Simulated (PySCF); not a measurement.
2-bromobuta-1,3-diene (C₄H₅Br), SMILES C=CC(=C)Br. Atoms are numbered in the order given.

```xyz
10

C     -1.3278    -1.9897     0.0000
C     -0.0020    -1.8168     0.0000
C      0.7209    -0.5497     0.0000
C      2.0569    -0.4573     0.0000
Br    -0.3087     1.0450     0.0000
H     -2.0132    -1.1383     0.0000
H     -1.7588    -2.9931     0.0000
H      0.6564    -2.6931     0.0000
H      2.6563    -1.3718     0.0000
H      2.5750     0.5023     0.0000
```

Coordinates come from a PBE0-D3(BJ)/def2-SVP optimisation. Other conformers were not sampled.

Two levels are set side by side: PBE/pcSseg-1 (PySCF) and B3LYP/pcSseg-1 (PySCF). GIAO shifts against TMS (¹H), TMS (¹³C) at the same level; non-relativistic, no solvent, atoms listed together averaged. Without spin–orbit terms, shifts of atoms bonded to Cl or Br come out too high at both levels. Differences are taken from unrounded values.

| quantity | B3LYP |
|---|---|
| δ(¹³C) of C1 (ppm) | 129.9 |
| δ(¹³C) of C2 (ppm) | 145.4 |
| δ(¹³C) of C3 (ppm) | 156.3 |
| δ(¹³C) of C4 (ppm) | 129.8 |
| δ(¹H) of H8 (ppm) | 6.67 |
| δ(¹H) of H9, H10 (ppm) | 5.93 |

Problem. What does PBE give, and how far is it from B3LYP? (Estimate from the structure and the level; the computed values follow.)

Solution. 
```tsv
quantity	PBE	PBE minus B3LYP
δ(¹³C) of C1 (ppm)	128.2	-1.7
δ(¹³C) of C2 (ppm)	143.6	-1.8
δ(¹³C) of C3 (ppm)	153.8	-2.6
δ(¹³C) of C4 (ppm)	127.5	-2.3
δ(¹H) of H8 (ppm)	6.76	0.09
δ(¹H) of H9, H10 (ppm)	5.98	0.05
```

Here PBE gives about what the other level gives.

Rough cost on one machine, each run with all the roots and properties that it gave: B3LYP against PBE within a factor of 2.
